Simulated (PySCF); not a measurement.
Members of the series SiXY, Y = fluoro; each row names its spin state. Isolated molecules, 0 K electronic values unless said otherwise. One relaxed conformer stands for each flexible species; it need not be the lowest. Strings in code marks are SMILES.

The dipole moment from two functionals at the same geometries (PBE0-D3(BJ)/def2-TZVP), both in PySCF: PBE-D3(BJ)/def2-TZVP and PBE0-D3(BJ)/def2-TZVP. 

```csv
species,PBE0-D3(BJ)/def2-TZVP (D)
"X = fluoro, multiplicity 1 (`F[Si]F` (lower singlet))",1.09
"X = cyano, multiplicity 3 (`N#C[Si]F` (excited triplet))",3.04
"X = ethynyl, multiplicity 1 (`F[Si]C#C` (lower singlet))",1.83
"X = ethynyl, multiplicity 3 (`C#C[Si]F` (excited triplet))",1.48
"X = isocyano, multiplicity 1 (`F[Si][N+]#[C-]` (lower singlet))",2.20
"X = isocyano, multiplicity 3 (`[C-]#[N+][Si]F` (excited triplet))",2.59
```

What does PBE-D3(BJ)/def2-TZVP give for each?


- X = fluoro, multiplicity 1 (`F[Si]F` (lower singlet)): 0.98
- X = cyano, multiplicity 3 (`N#C[Si]F` (excited triplet)): 2.93
- X = ethynyl, multiplicity 1 (`F[Si]C#C` (lower singlet)): 1.77
- X = ethynyl, multiplicity 3 (`C#C[Si]F` (excited triplet)): 1.31
- X = isocyano, multiplicity 1 (`F[Si][N+]#[C-]` (lower singlet)): 2.29
- X = isocyano, multiplicity 3 (`[C-]#[N+][Si]F` (excited triplet)): 2.53
Over these rows, drawn at random from the members with no instability flagged (it was tested for open shells, ions and some series alone), PBE minus PBE0-D3(BJ): mean -0.07 D, from -0.17 D to +0.08 D.
